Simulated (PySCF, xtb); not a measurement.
ClFH₈N₂Si₃, SMILES Cl[Si](F)(N[SiH3])N[SiH3]. One conformer was computed; it need not be the lowest.

Harmonic wavenumbers (cm⁻¹) from GFN2-xTB (xtb 6.7.1) at its own minimum, in rising order: 25, 34, 70, 82, 99, 130, 166, 193, 214, 239, 302, 327, 342, 494, 573, 576, 591, 603, 726, 733, 747, 753, 786, 791, 799, 802, 837, 998, 1002, 1198, 1205, 2233, 2245, 2256, 2262, 2285, 2303, 3494, 3501.

What does PySCF with PBE-D3(BJ)/def2-SVP give at its own minimum? (An estimate is asked for; the answer gives what the named calculation found.)

37, 54, 81, 97, 114, 118, 167, 228, 266, 273, 325, 376, 401, 506, 614, 649, 688, 691, 755, 769, 862, 897, 902, 903, 920, 926, 928, 969, 971, 1137, 1151, 2169, 2170, 2172, 2173, 2179, 2181, 3512, 3530. Paired by order, the mean absolute difference is 59 cm⁻¹ and the zero-point energies are 52.9 and 54.1 kcal/mol.
